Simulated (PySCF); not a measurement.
C6H12FNSi2.
Structure used (GFN2-xTB), in Å, numbered top down from 1:
```xyz
22
C6H12FNSi2 angstrom
C      4.9407   -0.1370   -0.3360
C      3.5498   -0.3449   -0.0020
C      2.3901   -0.5174    0.2774
Si     0.6136   -0.7615    0.6982
C     -0.2798    0.8624    1.2175
Si    -1.3993    0.7843   -0.3297
F     -1.1107    2.0245   -1.3383
N     -3.1096    0.7677   -0.2778
C     -3.8939   -0.1508    0.5079
C     -0.5410   -0.8397   -0.8369
H      5.5580   -0.2499    0.5551
H      5.2589   -0.8660   -1.0810
H      5.0803    0.8658   -0.7393
H      0.4614   -1.8755    1.6446
H     -0.7970    0.8035    2.1718
H      0.3677    1.7335    1.2668
H     -3.5927    1.6321   -0.4656
H     -3.3335   -1.0741    0.6324
H     -4.8316   -0.3788   -0.0038
H     -4.1307    0.2446    1.5021
H     -1.1876   -1.7119   -0.8765
H     -0.0236   -0.7916   -1.7908
```

Computed at PBE0/pcSseg-1 (PySCF, non-relativistic), with Q(14N) = 0.02044 b: N8, 14N (I = 1): χzz = -5.006 MHz, η = 0.359.

Task: Where would the pure quadrupole (NQR) lines of 14N at N8 fall for the rigid, isolated species?

Result: From ν± = (3/4)|χ|(1 ± η/3) and ν0 = |χ|η/2: ν+ 4.204 MHz, ν− 3.305 MHz, ν0 0.899 MHz (silicon-bound nitrogen).

In a crystal, neighbours and librations shift these lines. GFN2-xTB frequencies show an imaginary mode (20i cm⁻¹), so this geometry is no minimum at that level. GFN2-xTB bond lengths can be off by several hundredths of an ångström, more for odd bonds, and the gradients follow them. The basis is small and wasn't made for field gradients, so the couplings can be 20 % off.

One conformer stands for the species.
